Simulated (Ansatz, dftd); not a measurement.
Species: BPH3, charge 0, doublet. BPH3 (SMILES B[PH], doublet).
B3LYP-D3(BJ)/def2-TZVP minimum from Ansatz (an electronic-structure program):
```
B
H 1 1.1911
H 1 1.1923 2 119.35
P 1 1.8822 2 120.50 3 -174.07
H 4 1.4238 1 96.61 2 -142.94
```
Charge 0, spin multiplicity 2.

Quantity: atomisation energy (electronic, to ground-state atoms), in kcal/mol. Radicals and triplets start from unrestricted determinants; spin-orbit coupling is neglected. CBS(X,Y): correlation extrapolated as X^-3, Hartree-Fock from the larger set. A bracket is a step between two methods taken in the basis named. The functionals are non-relativistic, so their misses hold any scalar relativity. '+ core + X2C': CCSD(T) terms for core correlation (cc-pwCVTZ, 1s frozen past Ne) and scalar relativity (cc-pVTZ-DK). For partners of very few electrons the exact lower level stands in for a higher one.

Compared with CCSD(T)/CBS(cc-pV(T+d)Z,cc-pV(Q+d)Z) + [CCSDT(Q) - CCSD(T)]/cc-pV(T+d)Z + core + X2C (Ansatz).

Problem. Rank these levels by how close they come to it, closest first: PBE0-D3(BJ)/def2-TZVPD (Ansatz + dftd3); r2SCANh/def2-TZVPD (Ansatz); PBE/def2-TZVPD (Ansatz).

Solution. PBE0-D3(BJ)/def2-TZVPD (331.9 kcal/mol, difference 3.6), r2SCANh/def2-TZVPD (332.5 kcal/mol, difference 4.2), PBE/def2-TZVPD (333.6 kcal/mol, difference 5.3)
